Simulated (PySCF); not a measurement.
C3H8FNSi, SMILES C(=C)[Si@H](F)NC. Atoms are numbered in the order given.

```xyz
14

C      2.6255    -0.1654     0.5625
C      1.5088    -0.8718     0.3467
Si     0.0131    -0.1052    -0.4471
F      0.4342     1.4574    -0.7240
N     -1.3375    -0.2835     0.5868
C     -2.7271    -0.1118     0.2008
H      2.6930     0.8889     0.2701
H      3.5130    -0.6029     1.0361
H      1.4843    -1.9262     0.6533
H     -0.3574    -0.6494    -1.7787
H     -1.1771    -0.2556     1.5885
H     -3.3742    -0.8716     0.6717
H     -3.1302     0.8855     0.4562
H     -2.8239    -0.2348    -0.8897
```
Charge 0, spin multiplicity 1.

The structure is a stationary point at ωB97X-D3(BJ)/def2-SVP. The structure was generated by enumeration; whether it is a known compound was not checked. One conformer was computed; it need not be the lowest.

Level of theory: B3LYP/def2-TZVP (PySCF).

Computed frontier levels, gap, dipole moment and polarisability:
- highest occupied level = -6.96 eV
- lowest empty level = -0.83 eV
- orbital gap = 6.12 eV
- dipole moment = 1.98 D
- quadrupole, principal values (traceless, Buckingham form, about the centre of nuclear charge) = -5.62, -0.64, 6.27 D·Å
- mean static polarisability = 68.5 bohr³ (10.15 Å³)
- polarisability, principal values = 56.0, 59.0, 90.5 bohr³
